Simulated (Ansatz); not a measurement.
Program: Ansatz 0.2.0.

A structure relaxed at PBE0-D4/def2-TZVP, charge 0, multiplicity 1:

```xyz
8

F    -1.6711    0.3875    1.4204
Si   -0.6148   -0.5303    0.6729
F    -0.0709   -1.4859    1.8123
B    -0.0455   -0.4743   -1.1038
C     0.5232    0.7168   -0.4139
H     0.4394   -1.1940   -1.9109
H     1.5069    1.1298   -0.6312
H    -0.0672    1.4502    0.1542
```

(1) Give its formula and SMILES.

(2) Summarise the bond lengths by kind.

Results:

(1) CH3BF2Si, `F[Si]1(F)BC1`.

(2) 2 × F–Si 1.583 to 1.586 Å; 1 × B–Si 1.867 Å; 1 × C–Si 2.008 Å; 1 × B–C 1.489 Å; 1 × B–H 1.185 Å; 2 × C–H 1.089 to 1.100 Å.
